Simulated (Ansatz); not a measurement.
Frontier orbitals of `C#[C][Al]([AlH2])[Cl]`.

```xyz
8

C    -1.4903   -1.2253   -2.0682
C    -0.6575   -0.5783   -1.4724
Al    0.5944    0.4035   -0.4261
Al    0.5697    0.5610    2.1574
Cl    2.0805    1.4105   -1.5287
H    -2.2200   -1.7926   -2.6012
H     1.6751    1.4002    2.9314
H    -0.5519   -0.1790    3.0079
```

Total charge 0; spin multiplicity 1. The structure was optimised at the PBE0-D4/def2-TZVP level. Basis def2-TZVPP, the Gaussian-basis code of Ansatz.

| functional | HOMO (eV) | LUMO (eV) | gap (eV) |
| --- | --- | --- | --- |
| PBE | -6.34 | -3.67 | 2.67 |
| r2SCAN | -6.57 | -3.51 | 3.06 |
| PBE0 | -7.40 | -2.96 | 4.44 |
| BHLYP | -8.34 | -2.15 | 6.19 |
| LC-ωPBE | -9.91 | -0.98 | 8.93 |
| ωB97M-V | -9.31 | -1.27 | 8.04 |

From PBE to PBE0 the HOMO moves by −1.06 eV and the LUMO by +0.71 eV, and with ωB97M-V by −2.98 and +2.40 eV, so the gap grows from 2.67 to 8.05 eV with exact exchange.

LC-ωPBE has ω = 0.4 bohr⁻¹.
